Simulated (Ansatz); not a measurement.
Basis-set extrapolation for C$_{3}$H$_{7}$BS, SMILES `BC(=C)SC` (PBE0-D4/def2-TZVP geometry, frozen core, Ansatz 0.2.0). Multiplicity 1, RHF reference.

|  | def2-TZVPP | def2-QZVPP |
| --- | --- | --- |
| HF | -539.915030 | -539.932960 |
| MP2 correlation | -0.775846 | -0.829455 |
| CCSD(T) correlation | -0.867915 | not run |

Energies in hartree. Use E(X) = E(∞) + A·exp(−7.88·√X) for Hartree–Fock and E(X) = E(∞) + B·X^(−2.97) for correlation, with X = 3 and 4, and add CCSD(T) minus MP2 of the smaller set to the MP2 limit.

Task: What is the CCSD(T) energy at the basis-set limit?

Result: HF limit: -539.932960 + (-0.017930) × 0.13774 = -539.93543. MP2 limit: -0.829455 + (-0.053609) × 0.74074 = -0.86917. Higher-order term: -0.867915 − (-0.775846) = -0.09207. Total: -540.89667 hartree, 298.6 kJ/mol below CCSD(T)/def2-TZVPP.
